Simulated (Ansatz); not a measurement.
Compare A (`O[SiH](Cl)[SiH](Cl)Cl`) with its isomer B (`[SiH3]O[Si](Cl)(Cl)Cl`).

Computed with Ansatz on PBE0-D4/def2-TZVP structures; ΔE is electronic, products minus reactants. CBS: MP2 limit from def2 TZ/QZ plus the TZ coupled-cluster correction, frozen cores. Functionals use def2-TZVPP. Each species was taken in one conformer, which may not be the lowest.

Q: Which isomer does CCSD(T)/CBS put lower? Give the gap. (Best estimate.)

A: The calculation gave: B, by 120.3 kJ/mol.

Q: Give E(B) − E(A) in kJ/mol with PBE0-D4, HF/def2-TZVPP, r2SCAN-D4, MP2/def2-TZVPP, CCSD/def2-TZVPP, B2PLYP, ωB97M-V. (An estimate is asked.)

A: Computed: PBE0-D4 -102.7, HF/def2-TZVPP -144.9, r2SCAN-D4 -114.2, MP2/def2-TZVPP -129.7, CCSD/def2-TZVPP -126.9, B2PLYP -123.1, ωB97M-V -122.9. None reverses the order clearly.

Largest T1 diagnostic: 0.011.

From PBE to PBE0 (25 % exact exchange), in def2-TZVPP and without D4, E(B) − E(A) moves by −11.6 kJ/mol. In def2-TZVPP, CCSD(T) changes the Hartree–Fock value by +21.3 kJ/mol (the triples alone add +3.4 kJ/mol) and MP2 by +15.2 kJ/mol.
